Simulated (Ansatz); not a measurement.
The first iterations of a band of BFH3N + H3N (10 atoms, charge 0, multiplicity 1).

All numbers below come from Ansatz 0.2.0, RHF/def2-SVP.

```json
{
 "movable images": "7",
 "climbing image": "yes",
 "spring": "5.0 eV/Å²",
 "optimiser": "quadratic models (default)",
 "start path": "through a guess of the saddle point",
 "force threshold": "0.03 eV/Å",
 "iteration limit": "60",
 "end points": "relaxed"
}
```

First end point:

```xyz
10
Properties=species:S:1:pos:R:3
B -0.141 -0.409 -0.237
F -0.196 -0.698 1.066
H 0.915 -0.126 -0.721
N -1.297 -0.534 -1.003
H -2.186 -0.754 -0.603
H -1.322 -0.309 -1.973
N -0.189 2.408 1.080
H -0.954 3.034 1.266
H 0.659 2.945 1.144
H -0.170 1.726 1.819
```

Last end point:

```xyz
10
Properties=species:S:1:pos:R:3
B -0.109 0.600 -0.462
F -0.297 0.125 2.784
H 0.974 0.160 -0.735
N -1.255 0.007 -1.009
H -1.204 -0.811 -1.578
H -2.189 0.293 -0.802
N -0.182 1.704 0.455
H -1.018 2.252 0.525
H 0.636 2.264 0.594
H -0.239 0.689 2.066
```

| iteration | highest image above the first end (eV) | largest band force component (eV/Å) |
| --- | --- | --- |
| 1 | 5.068 | 12.895 |
| 2 | 3.468 | 3.957 |
| 3 | 2.132 | 3.209 |
| 4 | 1.832 | 2.262 |
| 5 | 1.976 | 2.576 |
| 6 | 2.022 | 1.373 |
| 7 | 2.119 | 0.728 |
| 8 | 2.080 | 0.709 |
| 9 | 2.046 | 1.063 |
| 10 | 1.981 | 0.695 |
| 11 | 1.915 | 0.586 |
| 12 | 1.840 | 0.503 |
| 13 | 1.655 | 1.025 |
| 14 | 1.589 | 0.672 |

Task: Does the band converge within its limit, and where does its top end?

Result: The run converged. It ended after 42 iterations with the highest image 1.693 eV above the first end. The profile has 2 maxima (images 4, 6) with wells between them (image 5): this band takes more than one step, which may be the mechanism or a detour left from its start path. Neighbouring images differ by up to 1.6 eV, so the band resolves the path poorly. A vibrational analysis at the climbing image gives one clearly imaginary mode, 1355i cm⁻¹: a first-order saddle point. The orbitals stay closed-shell, which can raise the energy where a bond breaks towards radicals; this wasn't checked here.

Run time: 7.2 min on 1 thread of Arm Neoverse V1, on a shared host, peak memory 0.15 GiB.
